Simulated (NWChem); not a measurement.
System: C2H6BN; SMILES C=CBN

The following NWChem deck was run.

```
start job
memory heap 200 mb stack 900 mb global 1100 mb
geometry units angstroms noautosym nocenter noautoz
  B     -0.655763    -0.725175     0.109085
  H     -1.675328    -1.250616     0.462025
  C     -0.582727     0.818806    -0.133425
  C      0.504418     1.573750     0.085721
  H     -1.489773     1.339190    -0.450232
  H      0.514287     2.653391    -0.057333
  H      1.438990     1.142988     0.445198
  N      0.463199    -1.546212    -0.070461
  H      0.453781    -2.539884     0.111272
  H      1.352643    -1.204578    -0.411765
end
basis spherical
  B library aug-cc-pvdz
  H library aug-cc-pvdz
  C library aug-cc-pvdz
  N library aug-cc-pvdz
end
dft
  xc b3lyp
  iterations 150
end
property
  response 1 0.0773
end
task dft property
```

Output (shortened):

```
             Northwest Computational Chemistry Package (NWChem) 7.3.0
             --------------------------------------------------------

                             Geometry "geometry" -> ""
                             -------------------------

 Output coordinates in angstroms (scale by  1.889725989 to convert to a.u.)

  No.       Tag          Charge          X              Y              Z
 ---- ---------------- ---------- -------------- -------------- --------------
    1 B                    5.0000    -0.65576300    -0.72517500     0.10908500
    2 H                    1.0000    -1.67532800    -1.25061600     0.46202500
    3 C                    6.0000    -0.58272700     0.81880600    -0.13342500
    4 C                    6.0000     0.50441800     1.57375000     0.08572100
    5 H                    1.0000    -1.48977300     1.33919000    -0.45023200
    6 H                    1.0000     0.51428700     2.65339100    -0.05733300
    7 H                    1.0000     1.43899000     1.14298800     0.44519800
    8 N                    7.0000     0.46319900    -1.54621200    -0.07046100
    9 H                    1.0000     0.45378100    -2.53988400     0.11127200
   10 H                    1.0000     1.35264300    -1.20457800    -0.41176500

 Effective nuclear repulsion energy (a.u.)     101.1519536561

                              NWChem Property Module
                              ----------------------

                                 NWChem DFT Module
                                 -----------------

 Summary of "ao basis" -> "ao basis" (spherical)
 ------------------------------------------------------------------------------
       Tag                 Description            Shells   Functions and Types
 ---------------- ------------------------------  ------  ---------------------
 B                        aug-cc-pvdz                9       23   4s3p2d
 H                        aug-cc-pvdz                5        9   3s2p
 C                        aug-cc-pvdz                9       23   4s3p2d
 N                        aug-cc-pvdz                9       23   4s3p2d

            General Information
            -------------------
          SCF calculation type: DFT
          Wavefunction type:  closed shell.
          No. of atoms     :    10
          No. of electrons :    30
           Alpha electrons :    15
            Beta electrons :    15
          Charge           :     0
          Spin multiplicity:     1
          Use of symmetry is: off; symmetry adaption is: off
          Maximum number of iterations: 150
          AO basis - number of functions:   146
                     number of shells:    66
          Convergence on energy requested:  1.00D-06
          Convergence on density requested:  1.00D-05
          Convergence on gradient requested:  5.00D-04

              XC Information
              --------------
                         B3LYP Method XC Potential
                     Hartree-Fock (Exact) Exchange  0.200
                        Slater Exchange Functional  0.800 local
                    Becke 1988 Exchange Functional  0.720 non-local
              Lee-Yang-Parr Correlation Functional  0.810
                  VWN I RPA Correlation Functional  0.190 local

             Grid Information
             ----------------
          Grid used for XC integration:  medium
          Radial quadrature: Mura-Knowles
          Angular quadrature: Lebedev.
          Tag              B.-S. Rad. Rad. Pts. Rad. Cut. Ang. Pts.
          ---              ---------- --------- --------- ---------
          B                   0.85       49          15.0       434
          H                   0.35       45          17.0       434
          C                   0.70       49          15.0       434
          N                   0.65       49          15.0       434
          Grid pruning is: on
          Number of quadrature shells:   466
          Spatial weights used:  Erf1

      Superposition of Atomic Density Guess
      -------------------------------------

 Sum of atomic energies:        -157.16589593

      Non-variational initial energy
      ------------------------------

 Total energy =    -159.463520
 1-e energy   =    -409.309317
 2-e energy   =     148.693844
 HOMO         =      -0.342091
 LUMO         =      -0.052308

   convergence    iter        energy       DeltaE   RMS-Dens  Diis-err
 ---------------- ----- ----------------- --------- --------- ---------
 d= 0,ls=0.0,diis     1   -159.4214050384 -2.61D+02  1.90D-02  4.37D-01
 d= 0,ls=0.0,diis     2   -159.4427354438 -2.13D-02  3.14D-03  2.61D-01
 d= 0,ls=0.0,diis     3   -159.4626751979 -1.99D-02  1.33D-03  8.98D-02
 d= 0,ls=0.0,diis     4   -159.4729682258 -1.03D-02  4.71D-04  2.49D-03
 d= 0,ls=0.0,diis     5   -159.4732521023 -2.84D-04  1.29D-04  3.88D-04
  Resetting Diis
 d= 0,ls=0.0,diis     6   -159.4733005225 -4.84D-05  5.18D-05  2.93D-05
 d= 0,ls=0.0,diis     7   -159.4733043389 -3.82D-06  2.50D-05  1.13D-06
 d= 0,ls=0.0,diis     8   -159.4733042418  9.71D-08  1.21D-05  1.89D-06
 d= 0,ls=0.0,diis     9   -159.4733044951 -2.53D-07  1.49D-06  4.56D-08

         Total DFT energy =     -159.473304495058
      One electron energy =     -413.651095449725
           Coulomb energy =      177.091099073133
    Exchange-Corr. energy =      -24.065261774589
 Nuclear repulsion energy =      101.151953656122

 Numeric. integr. density =       29.999990758101

                       DFT Final Molecular Orbital Analysis
                       ------------------------------------

 Vector   13  Occ=2.000000D+00  E=-3.169673D-01
              MO Center= -3.9D-01,  1.1D-01,  1.3D-02, r^2= 3.2D+00
   Bfn.  Coefficient  Atom+Function         Bfn.  Coefficient  Atom+Function
  ----- ------------  ---------------      ----- ------------  ---------------
    98      0.355675   7 H  s                38      0.339527   3 C  py
    80      0.324814   5 H  s                89     -0.309586   6 H  s
     6     -0.295176   1 B  py                9     -0.292017   1 B  py
    24      0.215304   2 H  s                35     -0.211697   3 C  s
    36      0.192448   3 C  s                88     -0.179148   6 H  s

 Vector   14  Occ=2.000000D+00  E=-3.119395D-01
              MO Center=  4.4D-02, -8.2D-01, -8.6D-03, r^2= 2.6D+00
   Bfn.  Coefficient  Atom+Function         Bfn.  Coefficient  Atom+Function
  ----- ------------  ---------------      ----- ------------  ---------------
   112      0.419802   8 N  pz              115      0.271753   8 N  pz
    89      0.165522   6 H  s                 7      0.164197   1 B  pz
     6      0.163117   1 B  py               39      0.157997   3 C  pz
     5      0.149476   1 B  px               24     -0.139230   2 H  s
     8      0.128576   1 B  px               61      0.119600   4 C  py

 Vector   15  Occ=2.000000D+00  E=-2.671840D-01
              MO Center=  8.6D-02,  5.7D-01, -1.8D-02, r^2= 2.9D+00
   Bfn.  Coefficient  Atom+Function         Bfn.  Coefficient  Atom+Function
  ----- ------------  ---------------      ----- ------------  ---------------
    62      0.357856   4 C  pz               39      0.327041   3 C  pz
   112     -0.267368   8 N  pz               65      0.210856   4 C  pz
    42      0.205226   3 C  pz              115     -0.184680   8 N  pz
   110     -0.102547   8 N  px               60     -0.099708   4 C  px
    37     -0.093907   3 C  px                8      0.077074   1 B  px

 Vector   16  Occ=0.000000D+00  E=-3.850512D-02
              MO Center= -1.5D-01,  4.6D-01, -4.5D-02, r^2= 4.2D+00
   Bfn.  Coefficient  Atom+Function         Bfn.  Coefficient  Atom+Function
  ----- ------------  ---------------      ----- ------------  ---------------
    59     -0.509769   4 C  s                36      0.494912   3 C  s
    45      0.354704   3 C  pz               62     -0.328806   4 C  pz
    68     -0.312251   4 C  pz                7      0.299059   1 B  pz
    66      0.290900   4 C  px               65     -0.275680   4 C  pz
    99     -0.254891   7 H  s                10      0.246655   1 B  pz

 Vector   17  Occ=0.000000D+00  E=-1.363768D-02
              MO Center=  1.4D+00, -1.5D+00, -4.4D-02, r^2= 1.3D+01
   Bfn.  Coefficient  Atom+Function         Bfn.  Coefficient  Atom+Function
  ----- ------------  ---------------      ----- ------------  ---------------
     4      1.540595   1 B  s                99     -0.905998   7 H  s
   131     -0.805040   9 H  s               140     -0.750328  10 H  s
   109      0.713563   8 N  s                81     -0.567139   5 H  s
    44      0.540298   3 C  py               66      0.437031   4 C  px
    59      0.317893   4 C  s               108      0.293029   8 N  s

 Vector   18  Occ=0.000000D+00  E= 7.651690D-03
              MO Center= -3.8D-01,  1.9D+00, -2.3D-01, r^2= 1.8D+01
   Bfn.  Coefficient  Atom+Function         Bfn.  Coefficient  Atom+Function
  ----- ------------  ---------------      ----- ------------  ---------------
    59      1.993923   4 C  s                90     -1.759878   6 H  s
    81     -1.200566   5 H  s               131      0.890431   9 H  s
    43     -0.775635   3 C  px               89     -0.692107   6 H  s
    67      0.507373   4 C  py               11      0.490453   1 B  px
    26      0.463671   2 H  s               117      0.432808   8 N  py

     Multipole analysis of the density
     ---------------------------------

     L   x y z        total         alpha         beta         nuclear
     -   - - -        -----         -----         ----         -------
     0   0 0 0     -0.000000    -15.000000    -15.000000     30.000000

     1   1 0 0      0.532847      0.182970      0.182970      0.166908
     1   0 1 0     -0.261014     -0.174413     -0.174413      0.087812
     1   0 0 1     -0.106236      0.074307      0.074307     -0.254850

     2   2 0 0    -18.545716    -38.935796    -38.935796     59.325875
     2   1 1 0     -1.459293     -0.001066     -0.001066     -1.457162
     2   1 0 1      0.244753     -0.129701     -0.129701      0.504154
     2   0 2 0    -16.489299   -111.544797   -111.544797    206.600295
     2   0 1 1     -0.175066      0.072482      0.072482     -0.320030
     2   0 0 2    -21.001683    -12.366275    -12.366275      3.730866

 *** CALLING NEW AORESP DRIVER FOR CLOSED AND OPEN SHELLS ***
 Entering AOResponse driver routine

--------------------------------------------------------------------------------

          -----------------------------------------------
          Solving response equations for perturbing field
          -----------------------------------------------

 number of frequencies:     1
 frequency in a.u.:  0.7730000E-01
 Perturbing field: electric
 Using El. Dipole Length Gauge

 Setting up CPKS with frequency omega =      0.07730000 a.u.

                            NWChem Dynamic CPHF Module
                            --------------------------

    scftype = RHF
    nclosed =   15
      nopen =    0
  variables =     3930
  num. vecs =        3
  tolerance =   1.0D-04
  max. iter =   50

 SCF residual:    8.7539526806210217E-005

Iterative solution of linear equations
  No. of variables     3930
  No. of equations        3
  Maximum subspace       30
       Convergence  1.0D-04

   iter   nsub   residual    time
   ----  ------  --------  ---------
     1      3    4.46D+00      59.4
     2      6    2.67D+00      77.1
     3      9    1.90D-01      94.4
     4     12    3.63D-02     112.4
     5     15    1.64D-02     129.9
     6     18    4.16D-03     147.1
     7     21    2.90D-04     165.3
     8     24    4.37D-05     183.7

 Electric Dipole Response Matrix (nonzero elements):

              1        2        3
    1   56.1931   4.5014   0.5852
    2    4.5014  64.7997   0.2857
    3    0.5852   0.2857  39.6687

 ------------------------------------------
 average:        53.55381 + I       0.00000

 DFT Linear Response polarizability / au
 Frequency  =       0.0773000 / au
 Wavelength =     589.4353558 / nm
              X              Y              Z
 -----------------------------------------------
 X      56.1930543      4.5014263      0.5851737
 Y       4.5013879     64.7997291      0.2856794
 Z       0.5851514      0.2856500     39.6686598
 -----------------------------------------------
 Eigenvalues =      54.2812985     66.7328493     39.6472954
 Isotropic   =      53.5538144
 Anisotropic =      23.4821463
 -----------------------------------------------

 Magnetic Dipole Response Matrix (nonzero elements):
```

Level: B3LYP/aug-cc-pVDZ. Geometry: optimised at B3LYP/6-31G* (spherical d).
